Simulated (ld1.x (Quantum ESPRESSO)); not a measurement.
# Configuration tests for tantalum (Ta) (TM)

tantalum, norm-conserving Troullier–Martins (Kleinman–Bylander form), made with ld1.x (Quantum ESPRESSO) 7.5 (PBEsol, scalar-relativistic). Core [Xe] 4f14, reference 5d2 6s0 6p0 (charge +3). Waves: 6s (bound, empty): rc 2.20 bohr; 5d (bound): rc 2.10 bohr; 5f channel at 0.05 Ry: rc 2.55 bohr; 6p (bound, empty): rc 2.80 bohr. Local part: the p channel. Core correction: none.

Energies are relative to the spin-unpolarised reference configuration 5d2 6s0 6p0; without spin polarisation the order of configurations can differ from experiment.

```
valence configuration  charge  ΔE all-electron (eV)  error AE − PS (meV)
          5d3 6s1 6p0      +1               -38.587                 +215
          5d3 6s0 6p0      +2               -23.610                 -1.7
      5d3.5 6s1.5 6p0       0               -46.103                 +307
          5d3 6s0 6p1      +1               -33.460                 +184
          5d4 6s0 6p0      +1               -37.165                  -90
```

Question: What are ΔE and the potential's error for 5d3 6s2 6p0?

Answer: ΔE = -47.092 eV all-electron; the error (AE − PS) is +445 meV.

Question: What are ΔE and the potential's error for 5d2 6s2 6p1?

Answer: ΔE = -44.059 eV all-electron; the error (AE − PS) is +587 meV.

Levels in the configuration 5d4 6s0 6p0:

| level | all-electron (eV) | pseudo (eV) |
| --- | --- | --- |
| 5d | -9.087 | -8.971 |

ld1.x printed “convergence not achieved” for 4 of the counted tests; their residual had stalled under 1e-8, short of the target of 1e-14.
